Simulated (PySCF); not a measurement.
Record of a relaxation.

C9H13F.
Atom-mapped SMILES: `[CH2:1]=[CH:2][CH2:3][C@@H:4]1[CH2:5][C@@H:6]1/[CH:7]=[CH:8]\[CH2:9][F:10]` (hydrogens: H11, H12 on C1; H13 on C2; H14, H15 on C3; H16 on C4; H17, H18 on C5; H19 on C6; H20 on C7; H21 on C8; H22, H23 on C9)

Computed by this run: PBE0-D3(BJ)/def2-SVP geometry optimisation, gas phase (PySCF 2.14.0); density fitting, grid level 1; the optimiser is geomeTRIC in internal coordinates, started from a GFN2-xTB structure with every atom displaced at random (about 0.01 Å). 6 of its 11 geometries are shown. The frame can shift and turn from step to step; on so coarse a grid that alone can change the energy by a few meV, and forces under 0.02 eV/Å are noise.

Step 0: E = -12237.0634 eV, largest atomic force 1.949 eV/Å
```
atom  x, y, z in Å  |  force x, y, z in eV/Å
C1      3.933    0.745   -0.232   -1.419   1.044  -0.832
C2      2.950   -0.103    0.021   -0.822   0.483  -0.871
C3      1.515    0.036   -0.440    1.419   0.116   0.890
C4      0.637    0.036    0.759   -1.762  -0.524   0.444
C5      0.076   -1.255    1.310   -0.094   1.661   0.741
C6     -0.873   -0.296    0.626    1.175  -0.448  -0.070
C7     -1.438   -0.670   -0.671   -0.412   0.773   0.562
C8     -2.539   -0.146   -1.196   -1.068   0.575   0.050
C9     -3.399    0.911   -0.530    0.355   0.033  -1.683
F10    -4.510    1.161   -1.307   -0.046  -0.118  -0.047
H11     4.913    0.630    0.122    1.658  -0.358   0.654
H12     3.734    1.660   -0.811    0.066  -0.163   0.027
H13     3.135   -0.973    0.603    0.327  -1.103   0.753
H14     1.275   -0.794   -1.084   -0.246  -0.580  -0.562
H15     1.406    0.954   -0.995   -0.163   0.620  -0.517
H16     0.839    0.828    1.485    0.103  -0.021   0.042
H17     0.330   -2.150    0.799    0.220  -1.056  -0.625
H18    -0.012   -1.358    2.397    0.036  -0.038  -0.068
H19    -1.535    0.265    1.266   -0.233   0.340   0.404
H20    -0.945   -1.421   -1.225    0.796  -1.060  -0.773
H21    -2.933   -0.482   -2.162    0.120  -0.014   0.023
H22    -3.759    0.577    0.427   -0.076  -0.097   1.031
H23    -2.850    1.868   -0.476    0.066  -0.068   0.430
```

Step 2: E = -12237.3098 eV, largest atomic force 0.202 eV/Å
```
atom  x, y, z in Å  |  force x, y, z in eV/Å
C1      3.862    0.956   -0.435    0.123  -0.024   0.022
C2      2.925    0.055   -0.143   -0.058   0.084  -0.047
C3      1.476    0.186   -0.501   -0.061  -0.112   0.063
C4      0.598    0.119    0.729    0.043   0.005   0.015
C5      0.254   -1.187    1.366   -0.002  -0.132  -0.070
C6     -0.833   -0.393    0.694   -0.056   0.190   0.042
C7     -1.467   -0.852   -0.557    0.061  -0.055  -0.030
C8     -2.603   -0.360   -1.063   -0.011  -0.020   0.004
C9     -3.421    0.735   -0.453    0.014  -0.015   0.083
F10    -4.530    0.985   -1.219   -0.028  -0.005  -0.011
H11     4.908    0.809   -0.150   -0.037   0.013   0.011
H12     3.622    1.877   -0.978   -0.011  -0.021  -0.009
H13     3.197   -0.848    0.420    0.016   0.019  -0.053
H14     1.193   -0.625   -1.194    0.014   0.001   0.006
H15     1.303    1.132   -1.041   -0.007  -0.012   0.003
H16     0.769    0.952    1.421   -0.029  -0.004   0.013
H17     0.574   -2.099    0.850    0.018   0.023   0.014
H18     0.244   -1.273    2.456   -0.001   0.021  -0.004
H19    -1.505    0.144    1.372   -0.005  -0.004  -0.005
H20    -0.965   -1.657   -1.106   -0.003   0.028   0.011
H21    -3.007   -0.765   -1.997    0.000   0.008  -0.005
H22    -3.757    0.463    0.567    0.010   0.012  -0.038
H23    -2.839    1.671   -0.367    0.009   0.002  -0.014
```

Step 4: E = -12237.3148 eV, largest atomic force 0.084 eV/Å
```
atom  x, y, z in Å  |  force x, y, z in eV/Å
C1      3.860    0.962   -0.472   -0.064  -0.012   0.004
C2      2.929    0.057   -0.167   -0.013   0.071  -0.041
C3      1.472    0.176   -0.490    0.011   0.034  -0.004
C4      0.608    0.113    0.748    0.026  -0.052   0.029
C5      0.246   -1.198    1.370   -0.012   0.046   0.030
C6     -0.829   -0.375    0.706    0.001  -0.001  -0.038
C7     -1.453   -0.831   -0.553   -0.050   0.019   0.038
C8     -2.598   -0.354   -1.055   -0.006  -0.015   0.024
C9     -3.427    0.730   -0.440    0.020   0.020  -0.065
F10    -4.550    0.954   -1.193    0.004  -0.002   0.014
H11     4.906    0.816   -0.198    0.071   0.002  -0.005
H12     3.607    1.883   -1.009    0.002  -0.008   0.018
H13     3.226   -0.851    0.372    0.001  -0.028   0.028
H14     1.184   -0.633   -1.181   -0.006  -0.026   0.005
H15     1.284    1.121   -1.025   -0.005   0.007  -0.031
H16     0.783    0.938    1.447    0.026  -0.004   0.002
H17     0.561   -2.104    0.845   -0.005  -0.035  -0.018
H18     0.233   -1.292    2.458    0.001   0.006  -0.005
H19    -1.500    0.161    1.384   -0.015   0.001   0.004
H20    -0.942   -1.627   -1.102    0.027  -0.021  -0.031
H21    -3.000   -0.761   -1.988    0.008   0.013  -0.010
H22    -3.745    0.463    0.584   -0.006  -0.013   0.053
H23    -2.857    1.676   -0.372   -0.014  -0.003   0.001
```

Step 6: E = -12237.3171 eV, largest atomic force 0.070 eV/Å
```
atom  x, y, z in Å  |  force x, y, z in eV/Å
C1      3.857    0.974   -0.499    0.064  -0.013   0.026
C2      2.941    0.056   -0.191    0.006  -0.024   0.013
C3      1.482    0.155   -0.507   -0.019  -0.003  -0.013
C4      0.628    0.097    0.739   -0.040   0.011  -0.008
C5      0.244   -1.204    1.366    0.014  -0.016  -0.034
C6     -0.819   -0.363    0.704   -0.011  -0.003   0.016
C7     -1.458   -0.814   -0.548    0.029  -0.031  -0.011
C8     -2.612   -0.343   -1.033   -0.006   0.011   0.001
C9     -3.440    0.732   -0.402   -0.027  -0.019   0.040
F10    -4.587    0.935   -1.125    0.003  -0.002  -0.002
H11     4.911    0.841   -0.236   -0.042   0.016  -0.009
H12     3.587    1.893   -1.029    0.001   0.002  -0.014
H13     3.251   -0.848    0.353   -0.007   0.024  -0.028
H14     1.197   -0.670   -1.182    0.015   0.000   0.010
H15     1.280    1.089   -1.059   -0.011  -0.022   0.012
H16     0.823    0.920    1.436    0.008  -0.008   0.006
H17     0.535   -2.122    0.843   -0.005   0.019   0.015
H18     0.236   -1.290    2.455    0.000  -0.007   0.006
H19    -1.481    0.181    1.385    0.013   0.009  -0.010
H20    -0.946   -1.602   -1.113   -0.011   0.027   0.011
H21    -3.019   -0.741   -1.968    0.006   0.005   0.001
H22    -3.727    0.462    0.633    0.015   0.015  -0.026
H23    -2.887    1.687   -0.352    0.006   0.007  -0.003
```

Step 8: E = -12237.3178 eV, largest atomic force 0.069 eV/Å
```
atom  x, y, z in Å  |  force x, y, z in eV/Å
C1      3.844    0.990   -0.557    0.003   0.009  -0.012
C2      2.957    0.050   -0.230    0.009  -0.015   0.019
C3      1.491    0.105   -0.527    0.004  -0.001  -0.009
C4      0.657    0.064    0.734   -0.010   0.023  -0.021
C5      0.245   -1.227    1.362   -0.015   0.012   0.007
C6     -0.803   -0.352    0.716   -0.034  -0.026   0.002
C7     -1.465   -0.780   -0.531    0.032  -0.041  -0.045
C8     -2.628   -0.309   -0.998    0.017   0.038   0.037
C9     -3.458    0.751   -0.346   -0.004  -0.004   0.018
F10    -4.630    0.923   -1.036   -0.015   0.004  -0.003
H11     4.904    0.896   -0.304   -0.016  -0.011   0.003
H12     3.541    1.894   -1.097   -0.001   0.003  -0.001
H13     3.298   -0.838    0.319    0.001   0.004  -0.002
H14     1.218   -0.746   -1.173    0.006   0.001   0.002
H15     1.257    1.018   -1.101   -0.001  -0.001   0.004
H16     0.884    0.879    1.430    0.004  -0.004   0.003
H17     0.499   -2.153    0.835    0.006   0.009   0.000
H18     0.248   -1.314    2.451   -0.004  -0.011  -0.001
H19    -1.442    0.209    1.405    0.010   0.013   0.008
H20    -0.954   -1.549   -1.121   -0.001  -0.006   0.004
H21    -3.036   -0.691   -1.939    0.005  -0.002   0.005
H22    -3.705    0.486    0.700    0.003   0.005  -0.014
H23    -2.924    1.719   -0.323    0.003   0.003  -0.004
```

Step 10: E = -12237.3184 eV, largest atomic force 0.030 eV/Å
```
atom  x, y, z in Å  |  force x, y, z in eV/Å
C1      3.840    0.987   -0.552   -0.004  -0.003  -0.002
C2      2.954    0.048   -0.221   -0.005   0.005  -0.003
C3      1.489    0.099   -0.525   -0.001   0.000   0.005
C4      0.650    0.061    0.733    0.012   0.004   0.009
C5      0.240   -1.230    1.363   -0.008   0.005   0.002
C6     -0.808   -0.361    0.714    0.008  -0.008  -0.008
C7     -1.466   -0.788   -0.536   -0.018   0.016   0.018
C8     -2.624   -0.302   -1.001   -0.005  -0.007  -0.022
C9     -3.445    0.766   -0.351    0.010  -0.001   0.005
F10    -4.617    0.947   -1.041    0.006  -0.003   0.001
H11     4.898    0.893   -0.294    0.006   0.001   0.001
H12     3.539    1.887   -1.100    0.000  -0.003   0.000
H13     3.295   -0.836    0.334    0.001  -0.004   0.003
H14     1.221   -0.755   -1.169    0.001  -0.001  -0.001
H15     1.256    1.009   -1.103   -0.002   0.001  -0.003
H16     0.875    0.877    1.428    0.002   0.000   0.000
H17     0.501   -2.155    0.837    0.002  -0.002  -0.003
H18     0.241   -1.319    2.452    0.000  -0.001  -0.001
H19    -1.447    0.203    1.401   -0.001  -0.001   0.001
H20    -0.961   -1.562   -1.123   -0.004  -0.005   0.002
H21    -3.036   -0.682   -1.941    0.000   0.005  -0.006
H22    -3.695    0.506    0.695    0.001   0.001   0.005
H23    -2.903    1.730   -0.330   -0.002   0.000  -0.003
```

Problem. Summarise the path.

Solution. The energy falls by 24.60 kJ/mol from step 0 to step 10; nine tenths of that is first reached at step 1. It falls at every step. The largest force goes from 1.949 to 0.030 eV/Å. Among the bonds C1–H11 changes most, from 1.048 to 1.093 Å; the atoms move by 0.056 Å rms after alignment.

The cost below is that of the whole optimisation. On Intel Xeon Platinum 8488C, one thread (shared host), this took 3.5 min wall and 0.90 GiB of memory at its peak.
